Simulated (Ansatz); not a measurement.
Cost and result for the atomization energy of C$_{8}$H$_{10}$, SMILES `Cc1ccccc1C` (18 atoms, 18 bonds).

Z-matrix (Å, degrees):
```
C
C 1 1.497
H 1 1.094 2 111.5
H 1 1.090 2 111.1 3 -120.4
H 1 1.094 2 111.6 3 119.1
C 2 1.390 1 120.4 3 119.9
C 2 1.402 1 120.6 3 -60.0
C 6 1.386 2 121.5 1 -180.0
H 6 1.085 2 118.9 1 0.0
C 7 1.390 2 119.0 1 180.0
C 7 1.497 2 120.6 1 -0.0
C 8 1.384 6 119.5 2 0.0
H 8 1.084 6 120.0 2 -180.0
H 10 1.085 7 118.9 2 180.0
H 11 1.094 7 111.6 2 59.2
H 11 1.094 7 111.5 2 -60.0
H 11 1.090 7 111.1 2 179.6
H 12 1.084 8 120.4 6 180.0
```

Total charge 0; spin multiplicity 1. The structure was optimised at the PBE0-D4/def2-TZVP level. Program: Ansatz. All runs use 2 threads of an AMD EPYC 7R13 on a shared host and a share of an NVIDIA H100 80 GB. Times are those of one run each, without the atoms' runs, and a repeat can differ threefold. Electronic energies, without spin–orbit coupling; frozen cores. CCSD(T)/CBS adds CCSD(T) − MP2 in def2-TZVPP to the MP2 limit, and its time is that of the two runs behind it. T1 = 0.010; the RHF reference is unstable towards UHF.

CCSD(T)/CBS is a level of theory with its own doubt, some kJ/mol a heavy atom from the limit and from the frozen cores, so smaller differences don't rank the functionals.

```tsv
level	functions	wall time	atomization (kJ/mol)	difference from CCSD(T)/CBS	per bond
CCSD(T)/def2-SVP	162	4.7 s	7924.3	-264.0	-14.7
LDA (SPW92)/def2-TZVPP	388	6.5 s	9410.9	1222.6	67.9
ωB97M-V/def2-TZVPP (with forces)	388	6.5 s	8230.1	41.8	2.3
B2PLYP/def2-TZVPP	388	6.5 s	8150.8	-37.5	-2.1
PBE-D4/def2-TZVPP (with forces)	388	7 s	8464.1	275.8	15.3
r2SCAN-D4/def2-TZVPP (with forces)	388	7 s	8263.1	74.8	4.2
CAM-B3LYP-D4/def2-TZVPP	388	7 s	8247.6	59.3	3.3
PBE-QIDH/def2-TZVPP	388	7 s	8249.8	61.5	3.4
ωB97X-V/def2-TZVPP	388	7 s	8208.4	20.1	1.1
B97M-V/def2-TZVPP	388	8.5 s	8247.4	59.1	3.3
MP2/def2-QZVPP	756	9.5 s	8299.6	111.3	6.2
CCSD(T)/def2-TZVPP	388	17 s	8011.2	-177.1	-9.8
CCSD(T)/CBS(def2)	–	26 s	8188.3	0.0	0.0
```

The D4 term adds +74.6 kJ/mol with B3LYP and +39.7 kJ/mol with PBE0; it sums over pairs of atoms, weighted by their polarisabilities, and B3LYP, whose exchange is more repulsive, gets the larger term. From r2SCAN to r2SCAN0 (25 % exact exchange), in def2-TZVPP and without D4, the atomization energy moves by −100.5 kJ/mol: exact exchange takes away binding that semilocal exchange gives to molecules. In def2-TZVPP, CCSD(T) changes the Hartree–Fock value by +1844.9 kJ/mol (the triples alone add +134.5 kJ/mol) and MP2 by +2029.5 kJ/mol; breaking electron pairs costs correlation energy, which Hartree–Fock lacks.

B3LYP here is the variant with VWN-RPA as its local correlation; programs differ in this.
